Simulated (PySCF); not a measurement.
A series of related molecules.

All values: CAM-B3LYP/def2-SVPD (PySCF) at PBE0-D3(BJ)/def2-SVP geometries, gas phase, one conformer each. Core orbitals are frozen in the response; Δα² is half the sum of the squared differences of the principal polarisabilities. The calculation is non-relativistic, for germanium too.

(1) Rank by HOMO–LUMO gap, lowest first.
A. `[SiH3][C@H]([GeH3])c1ccco1`
B. `C(C#N)[C@@H]([GeH3])[SiH3]`
C. `[SiH3][C@H](Cl)[GeH3]`

(2) Rank by polarisability anisotropy Δα, highest first.
A. `[SiH3:1][C@H:2]([GeH3:3])[c:4]1[cH:5][cH:6][cH:7][o:8]1` with Si1–C2–C4–C5 -75°
B. `[SiH3:1][C@@H:2]([GeH3:3])[c:4]1[cH:5][cH:6][cH:7][cH:8][n:9]1` with Si1–C2–C4–C5 78°
C. `[SiH3][C@H](Cl)[GeH3]`
D. `[N:1]#[C:2][CH2:3][C@H:4]([SiH3:5])[GeH3:6]` with C2–C3–C4–Si5 -173°

(3) Rank by vertical ionisation energy (ΔSCF), highest first.
A. `[SiH3][C@H]([GeH3])c1ccco1`
B. `[SiH3][C@H](Cl)[GeH3]`
C. `[SiH3][C@@H]([GeH3])C1=CC=CC=N1`
D. `N#CC[C@H]([SiH3])[GeH3]`

## Answers

(1) A (8.47 eV), C (9.99 eV), B (10.61 eV).

(2) B (8.02 Å³), A (5.83 Å³), D (4.22 Å³), C (2.83 Å³).

(3) D (10.65 eV), B (10.12 eV), C (8.98 eV), A (8.18 eV).

All values together:

```csv
SMILES,formula,μ (D),HOMO (eV),LUMO (eV),α (Å³),Δα (Å³),electrons,α per electron (Å³),ΔSCF removal energy (eV)
[SiH3][C@@H]([GeH3])c1ccccn1,C6H11GeNSi,2.56,-8.44,0.12,19.88,8.02,100,0.199,8.98
[SiH3][C@H]([GeH3])c1ccco1,C5H10GeOSi,0.86,-7.57,0.90,17.56,5.83,94,0.187,8.18
[SiH3][C@H](Cl)[GeH3],CH7ClGeSi,1.59,-9.33,0.66,12.71,2.83,76,0.167,10.12
N#CC[C@H]([SiH3])[GeH3],C3H9GeNSi,3.49,-10.04,0.57,14.41,4.22,80,0.180,10.65
```

Conformers: `[SiH3:1][C@@H:2]([GeH3:3])[c:4]1[cH:5][cH:6][cH:7][cH:8][n:9]1` with Si1–C2–C4–C5 78°; `[SiH3:1][C@H:2]([GeH3:3])[c:4]1[cH:5][cH:6][cH:7][o:8]1` with Si1–C2–C4–C5 -75°; `[N:1]#[C:2][CH2:3][C@H:4]([SiH3:5])[GeH3:6]` with C2–C3–C4–Si5 -173°.
